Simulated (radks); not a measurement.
The holmium ion Ho37+, configuration [Ar] 3d10 4s1 5s1 (not the ground configuration).

Calculated with a radial shooting solver on a logarithmic mesh with Libxc functionals: scalar-relativistic Kohn-Sham, BLYP, spin-polarised, spherical densities, point nucleus; open shells are filled with parallel spins first (spin-orbit coupling, left out, can overturn this in heavy ions).

Energy parts (Ry):
total: -23543.3865
kinetic: 25588.9332
electron-nucleus: -53756.7057
Hartree: 5047.9141
exchange-correlation: -423.5281

Orbitals (lengths in bohr, moments of r in powers of bohr; r(90%) holds 90 % of the orbital's charge):
orbital,occ.,eigenvalue (Ry),<1/r>,<r>,r(90%)
1s up,1,-4200.186,76.08,0.02073,0.0376
1s down,1,-4200.082,76.08,0.02073,0.0376
2s up,1,-800.3781,17.73,0.08792,0.136
2s down,1,-800.3094,17.73,0.08792,0.136
2p up,3,-722.8986,16.42,0.07787,0.127
2p down,3,-722.8301,16.42,0.07787,0.127
3s up,1,-264.2610,6.644,0.2260,0.330
3s down,1,-264.1400,6.646,0.2259,0.330
3p up,3,-240.5072,6.233,0.2239,0.334
3p down,3,-240.3833,6.235,0.2238,0.333
3d up,5,-211.2925,5.918,0.2019,0.312
3d down,5,-211.1835,5.920,0.2018,0.312
4s up,1,-126.6836,3.245,0.4527,0.639
4s down,0,-126.2981,3.243,0.4527,0.639
5s up,1,-74.63172,1.929,0.7595,1.05

The highest occupied level is 5s up at -1015.4 eV. The configuration is held as typed, so some empty levels lie below it. Spin moment in Bohr magnetons: 2.
